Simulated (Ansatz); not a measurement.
Reaction (ligand exchange at the Si–C bond): `C[SiH](O)C=O` + `O[SiH](O)O` → `C[SiH](O)O[SiH](O)O` + `C=O`

Computed with Ansatz on PBE0-D4/def2-TZVP structures; ΔE is electronic, products minus reactants. CCSD(T)/CBS is the MP2 limit (def2-TZVPP, def2-QZVPP) plus CCSD(T) − MP2 in def2-TZVPP, frozen cores. This one scheme is used for every species. DFT in def2-TZVPP. B3LYP here is the variant with VWN-RPA as its local correlation; programs differ in this. Each species was taken in one conformer, which may not be the lowest.

```
             level  ΔE (kJ/mol)  difference from CCSD(T)/CBS
            PBE-D4       -129.1                         18.6
         r2SCAN-D4       -143.9                          3.8
           PBE0-D4       -138.6                          9.1
          B3LYP-D4       -147.9                         -0.2
           ωB97X-V       -145.2                          2.5
           ωB97M-V       -145.7                          2.0
            B2PLYP       -146.6                          1.1
               PBE       -124.7                         23.0
            r2SCAN       -142.3                          5.4
              PBE0       -134.5                         13.2
             B3LYP       -141.0                          6.7
     HF/def2-TZVPP       -163.2                        -15.5
    MP2/def2-TZVPP       -151.7                         -4.0
SCS-MP2/def2-TZVPP       -153.0                         -5.3
   CCSD/def2-TZVPP       -151.7                         -4.0
CCSD(T)/def2-TZVPP       -149.2                         -1.5
     HF/def2-QZVPP       -165.0                        -17.3
    MP2/def2-QZVPP       -151.5                         -3.8
SCS-MP2/def2-QZVPP       -152.6                         -4.9
      HF/CBS(def2)       -165.3                        -17.6
     MP2/CBS(def2)       -150.2                         -2.5
    CCSD/CBS(def2)       -150.2                         -2.5
       CCSD(T)/CBS       -147.7                            0
```

Largest T1 diagnostic among the species: 0.015.

From PBE to PBE0 (25 % exact exchange), in def2-TZVPP and without D4, ΔE moves by −9.8 kJ/mol. The D4 term adds −6.9 kJ/mol with B3LYP and −4.2 kJ/mol with PBE0; it sums over pairs of atoms, weighted by their polarisabilities, and B3LYP, whose exchange is more repulsive, gets the larger term. In def2-TZVPP, CCSD(T) changes the Hartree–Fock value by +14.0 kJ/mol (the triples alone add +2.5 kJ/mol) and MP2 by +11.5 kJ/mol.
